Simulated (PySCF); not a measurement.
**Electron correlation in Ga (gallium, neutral)**

[Ar] 3d10 4s1 4p1 4d1, one real determinant (an excited configuration). All numbers are calculated (PySCF 2.14, scalar relativity by spin-free X2C-1e, in aug-cc-pVQZ-DK (8s7p5d3f2g, 93 functions)). Frozen: [Ar] 3d10; 3 electrons correlated.

```
  level  correlation energy (mhartree)
   CCSD                         -11.08
    (T)                          -0.94
CCSD(T)                         -12.02
```

Diagnostics: T1 = 0.031, D1 = 0.0727, largest double amplitude 0.238.

The real determinant used has ⟨L²⟩ near 8 against 12 for a pure F term, so it mixes terms. The outer electron is Rydberg-like, and this basis confines it to a smaller radius and binds it less than a complete one would. T1 exceeds 0.03, a sign that the reference determinant is poor. A double-excitation amplitude exceeds 0.15, a sign of near-degeneracy.

Cost of the coupled-cluster step: roughly 11 core-seconds, for 3 correlated electrons.

Iterations:

```
CC2 = 0
CCSD nocc = (np.int64(3), np.int64(0)), nmo = (79, 79)
frozen orbitals [[0, 1, 2, 3, 4, 5, 6, 7, 8, 9, 10, 11, 12, 13], [0, 1, 2, 3, 4, 5, 6, 7, 8, 9, 10, 11, 12, 13]]
max_cycle = 100
direct = 0
conv_tol = 1e-08
conv_tol_normt = 1e-06
diis_space = 8
diis_start_cycle = 0
Init t2, MP2 energy = -0.00599556199770946
Init E_corr(UCCSD) = -0.00599556200235225
cycle = 1  E_corr(UCCSD) = -0.00810269804400608  dE = -0.00210713604  norm(t1,t2) = 0.0350172
cycle = 2  E_corr(UCCSD) = -0.00901594184951233  dE = -0.000913243806  norm(t1,t2) = 0.020777
cycle = 3  E_corr(UCCSD) = -0.0100544767488335  dE = -0.0010385349  norm(t1,t2) = 0.0139529
cycle = 4  E_corr(UCCSD) = -0.0100573795031221  dE = -2.90275429e-06  norm(t1,t2) = 0.00777479
cycle = 5  E_corr(UCCSD) = -0.0102168782552746  dE = -0.000159498752  norm(t1,t2) = 0.00684845
cycle = 6  E_corr(UCCSD) = -0.0103556820230655  dE = -0.000138803768  norm(t1,t2) = 0.00625575
cycle = 7  E_corr(UCCSD) = -0.0109844259821085  dE = -0.000628743959  norm(t1,t2) = 0.00522939
cycle = 8  E_corr(UCCSD) = -0.0110380264126748  dE = -5.36004306e-05  norm(t1,t2) = 0.00308514
cycle = 9  E_corr(UCCSD) = -0.0109788634711083  dE = 5.91629416e-05  norm(t1,t2) = 0.00462257
cycle = 10  E_corr(UCCSD) = -0.0110949571224653  dE = -0.000116093651  norm(t1,t2) = 0.000751264
cycle = 11  E_corr(UCCSD) = -0.0110734339720801  dE = 2.15231504e-05  norm(t1,t2) = 0.000148346
cycle = 12  E_corr(UCCSD) = -0.0110773230699448  dE = -3.88909786e-06  norm(t1,t2) = 2.8625e-05
cycle = 13  E_corr(UCCSD) = -0.0110756962471767  dE = 1.62682277e-06  norm(t1,t2) = 1.06401e-05
cycle = 14  E_corr(UCCSD) = -0.011075972773364  dE = -2.76526187e-07  norm(t1,t2) = 3.17712e-06
cycle = 15  E_corr(UCCSD) = -0.0110759583781734  dE = 1.43951906e-08  norm(t1,t2) = 3.66738e-06
cycle = 16  E_corr(UCCSD) = -0.0110759709205751  dE = -1.25424017e-08  norm(t1,t2) = 1.16821e-06
cycle = 17  E_corr(UCCSD) = -0.0110759726777166  dE = -1.75714147e-09  norm(t1,t2) = 1.41637e-06
cycle = 18  E_corr(UCCSD) = -0.0110759773122759  dE = -4.63455934e-09  norm(t1,t2) = 2.70637e-07
UCCSD converged
E(UCCSD) = -1941.871472883823  E_corr = -0.01107597731227591
UCCSD(T) correction = -0.000935708473403079
```

The reference is one real determinant that mixes LS terms of this configuration.
